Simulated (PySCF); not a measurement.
Excitation energy of Cu by level of theory

Cu [Ar] 3d10 4s1 (2S) → Cu [Ar] 3d9 4s1 5s1 (4D), as a difference of total energies. Computed with PySCF 2.14 in aug-cc-pwCVTZ-PP with ECP10MDF (8s8p7d4f3g, 122 functions), with scalar relativity through the core potential. Correlated levels: valence: 3s2 3p6 frozen; valence and next inner shell: nothing frozen outside the core potential. The calculations carry no spin-orbit coupling.

| method | excitation energy (cm⁻¹) |
| --- | --- |
| UHF | 37751 |
| LDA | 69667 |
| PBE | 64070 |
| PBE0 | 58990 |
| r2SCAN | 60554 |
| BLYP | 64491 |
| MN15 | 75660 |
| HSE06 | 59108 |
| MP2 (valence) | 67864 |
| SCS-MP2 (valence) | 64796 |
| MP2 (valence and next inner shell) | 72172 |
| SCS-MP2 (valence and next inner shell) | 68131 |

The upper state lies above the first ionisation limit, but in LS coupling its spin forbids autoionisation to the ground ion. A Rydberg-like electron needs more diffuse functions than a valence basis has.

The promoted electron is Rydberg-like, and one or two diffuse shells describe it only roughly, which tends to raise the upper state.
